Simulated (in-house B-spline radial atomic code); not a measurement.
One electron outside the [Ar] 3d10 core: the platinum ion Pt⁴⁹⁺

Computed with an all-electron radial atomic-structure program (B-spline basis), no-pair Dirac-Coulomb Hamiltonian, finite nucleus. Rungs: frozen-core Dirac-Hartree-Fock (DHF); Brueckner orbitals from the second-order correlation potential; the same with the Coulomb interaction screened by the core and the hole-particle interaction summed; Breit and QED terms from differences of relaxed Dirac-Fock atoms, where computed. Partial waves beyond l = 6 are extrapolated. The tables show a selection of states; those near core-excited levels, with erratic corrections or far from their DHF start are never shown.

Command:
```bash
python run_mb.py task.json out
```
Settings (nuclear radius in fm, box in bohr, cutoff in hartree):
```
basis_form          2
Z                   78
core_configuration  [Ar] 3d10
rms_radius          5.427
mass_number         195
speed_of_light      137.036
box_radius          4.224
lmax                6
intervals           58
virtual_cutoff      12168.0
```

Time taken, with all properties: 110 s on 1 thread of Arm Neoverse N1, with other jobs on the host.

Removal energies (eV):

```tsv
state	DHF	second order	screened	Breit + QED	final
4s1/2	2832.41	2834.42	2834.32	-4.12	2830.2
4p1/2	2724.36	2726.52	2726.43	-3.8	2722.63
4p3/2	2589.37	2591.2	2591.12	-2.38	2588.74
4d3/2	2424.44	2426.57	2426.48	-1.61	2424.87
4d5/2	2395.5	2397.49	2397.41	-1.07	2396.34
4f5/2	2220.45	2222.44	2222.38	-	-
4f7/2	2212.56	2214.45	2214.4	-	-
5s1/2	1701	1702.05	1701.98	-1.89	1700.1
5p1/2	1648.37	1649.49	1649.42	-1.75	1647.67
5p3/2	1584.7	1585.71	1585.65	-1.11	1584.54
5d3/2	1505.83	1506.93	1506.86	-0.768	1506.1
5d5/2	1491.74	1492.77	1492.71	-0.489	1492.22
5f5/2	1413.86	?	?	?	?
5f7/2	1409.38	?	?	?	?
5g7/2	1368.92	1369.7	1369.69	-	-
5g9/2	1367.1	1367.86	1367.85	-	-
```

(1) What does correlation do to 5f5/2?

(2) What does correlation do to 5f7/2?

(3) How does the lowest state compare with the NIST ionisation energy?

Electric-dipole lines from 4s1/2 (reduced matrix elements in atomic units, length form, static core polarisation, sign of DHF taken positive):

| upper | DHF | + core polarisation | + Brueckner | λ (nm) | A (s⁻¹) |
| --- | --- | --- | --- | --- | --- |
| 4p1/2 | 0.2935 | 0.2848 | 0.2846 | 11.526 | 5.36e+10 |
| 4p3/2 | 0.4254 | 0.4132 | 0.4129 | 5.1347 | 6.38e+11 |

Magnetic hyperfine constants per unit nuclear g factor (MHz, nucleus as a uniformly magnetised ball; they apply to isotopes with nuclear spin):

| state | DHF | + core polarisation | + Brueckner |
| --- | --- | --- | --- |
| 4s1/2 | 2.181e+06 | 2.25e+06 | 2.257e+06 |
| 4p1/2 | 714400 | 738400 | 740800 |
| 4p3/2 | 74570 | 76400 | 76670 |
| 5s1/2 | 1.015e+06 | 1.043e+06 | 1.045e+06 |
| 5p1/2 | 336200 | 346100 | 346800 |
| 5p3/2 | 35690 | 36150 | 36230 |

Answers

(1) It adds 0.8518 eV to the removal energy in second order and 0.8137 eV with screening, giving 1414.67 eV before Breit and QED terms, which weren't computed for this state.

(2) It adds 0.8152 eV to the removal energy in second order and 0.7794 eV with screening, giving 1410.16 eV before Breit and QED terms, which weren't computed for this state.

(3) 4s1/2 is bound by 2830.2 eV, without recoil; NIST lists 2827.8 ± 1.4 eV (semi-empirical), a difference of +2.4 eV.
